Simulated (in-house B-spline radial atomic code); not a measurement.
Values are calculated unless marked as measured or tabulated.
# Two electrons in Si: a Gaussian well −V exp(−r²/w²) with V = 68.2 meV and w = 21.1 nm

For Si the NSM archive of the Ioffe Institute lists m_l = 0.98 m0, m_t = 0.19 m0 and ε = 11.7; the model takes one isotropic valley with the conductivity mass 3/(1/m_l + 2/m_t) = 0.26 m0, and so misses anisotropy and the other valleys. All triplets below are those of one valley; with several valleys two electrons can form a triplet in the 1s orbital itself, at an energy set by the valley splitting.

Effective-mass model with parabolic bands, a uniform dielectric constant, no image charges, no central-cell or spin-orbit terms. Two-electron levels come from full CI in B-splines with partial waves to l = 5 (up to 0.001 effective hartree above the limit).

**Question.** What are the effective units, and what is the potential in them?

**Answer.** Ha* = 27211.386 meV × 0.26/11.7² = 51.68 meV and a* = 0.0529177 nm × 11.7/0.26 = 2.381 nm. V = 1.32 Ha* and w = 8.86 a*.

In these units the lowest s and p orbitals lie at -1.057044 and -0.890199, and their Coulomb and exchange integrals are J_ss = 0.327243, J_sp = 0.268659 and K_sp = 0.05283. Full CI gives -1.844968 for the ground singlet, -1.747755 for the sp triplet, -1.683796 for the sp singlet and -1.605074 for the lowest triplet of two s orbitals.

**Question.** What does it cost to add the second electron, to first order and exactly?

**Answer.** To first order E = 2ε_s + J_ss = -1.786844, so the charging energy E(2) − 2E(1) is J_ss = 16.91 meV. CI gives -1.844968 − 2 × (-1.057044) = 0.269119, or 13.91 meV: relaxation and correlation lower it by 3.004 meV, 17.8 % of J_ss. The s² configuration of one-electron orbitals holds 87.6 % of the state, and the mean radius is 7.67 nm. The second electron is bound by ε_s − E = 40.72 meV, against 54.63 meV for the first.

**Question.** How far above the singlet do the triplets lie?

**Answer.** To first order the sp triplet lies at ε_s + ε_p + J_sp − K_sp = -1.731414, which is 2.865 meV above 2ε_s + J_ss. CI gives -1.747755 − (-1.844968) = 0.097213, or 5.024 meV, 58 % of the orbital spacing of 8.623 meV. The ss triplet lies 12.4 meV up, so the lower of the two is the sp one, and its gap equals k_BT at 58.3 K. The sp singlet-triplet splitting is 3.306 meV, against 2K_sp = 5.461 meV.
